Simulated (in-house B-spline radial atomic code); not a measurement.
Results of a calculation; reference values are marked as such.
## Impurity-limited mobility of n-type InAs at n = 1.5166e16 cm⁻³

For InAs the NSM archive of the Ioffe Institute lists m* = 0.023 m0 and ε = 15.15.

One parabolic, isotropic band at zero temperature, uniform dielectric constant, impurities scattering independently, no phonons and no central-cell term; real bands flatten as E_F rises, which lowers the mobility at the highest densities. In effective units each ion is a point charge Z in an electron gas; its screened potential is solved self-consistently in the LDA with open boundaries (B-splines, partial waves to l = 16), which gives the phase shifts δ_l at the Fermi level.

Question: Put the electron gas into effective units.

Answer: a* = 0.0529177 nm × 15.15/0.023 = 34.86 nm and Ha* = 27211.386 meV × 0.023/15.15² = 2.727 meV. From 4π (r_s a*)³/3 = 1/n, r_s = 0.719. Then k_F = 1.91916/r_s = 2.6692 per a*, E_F = k_F²/2 = 3.5623 Ha* = 9.71 meV, and Mott's number n^(1/3) a* = 0.863.

Self-consistent phase shifts (rad):

```json
{"l": "0", "donor, Z = +1": "0.4924", "acceptor, Z = −1": "-0.4227"}
{"l": "1", "donor, Z = +1": "0.1519", "acceptor, Z = −1": "-0.1527"}
{"l": "2", "donor, Z = +1": "0.0564", "acceptor, Z = −1": "-0.0609"}
{"l": "3", "donor, Z = +1": "0.0228", "acceptor, Z = −1": "-0.0255"}
{"l": "4", "donor, Z = +1": "0.0096", "acceptor, Z = −1": "-0.0109"}
{"l": "5", "donor, Z = +1": "0.0042", "acceptor, Z = −1": "-0.0048"}
{"l": "6", "donor, Z = +1": "0.0018", "acceptor, Z = −1": "-0.0021"}
{"l": "7", "donor, Z = +1": "0.0008", "acceptor, Z = −1": "-0.0009"}
{"l": "8", "donor, Z = +1": "0.0004", "acceptor, Z = −1": "-0.0004"}
```

With all partial waves the Friedel sums are 1.000 and -1.001, and Σ (l + 1) sin²(δ_l − δ_(l+1)) is 0.13399 for the donor and 0.09281 for the acceptor. The screened donor binds no level.

Question: Find the transport cross sections, and compare them with the Born approximation for Thomas-Fermi screening (Brooks-Herring).

Answer: σ_tr = (4π/k_F²) × sum: 0.2363 a*² for the donor and 0.1637 a*² for the acceptor. Thomas-Fermi gives q_s² = 4k_F/π = 3.3985, so b = 4k_F²/q_s² = 8.386, and σ_Born = (2π/k_F⁴)(ln(1 + b) − b/(1 + b)) = 0.1238 × 1.3457 = 0.1666 a*² for either sign. The donor scatters 1.42 times and the acceptor 0.98 times as much. Two things differ from Brooks-Herring. First order with Lindhard's response and the LDA kernel gives 1.24 times σ_Born for either sign: screening weakens at large momentum transfer, and the exchange-correlation potential of the screening charge adds to the ion's own, which is the larger part in a thin gas. Higher orders then split the signs, leaving the donor at 1.14 and the acceptor, which keeps the electrons out, at 0.79 of that.

Question: With no compensation, N_D = n, what are the mobility and the resistivity?

Answer: μ = e/(ħ k_F Σ N σ_tr), with e/ħ = 15.193 cm²/(V·s) per nm². Here k_F = 0.07658 nm⁻¹, a*² = 1215 nm², 1 cm⁻³ = 1e-21 nm⁻³, and Σ N σ_tr = 0.004355 nm⁻¹, a mean free path of 230 nm. So μ = 45600 cm²/(V·s) and ρ = 1/(n e μ) = 0.00903 Ω·cm. Brooks-Herring would give 64600 cm²/(V·s). k_F times the mean free path is 17.6.
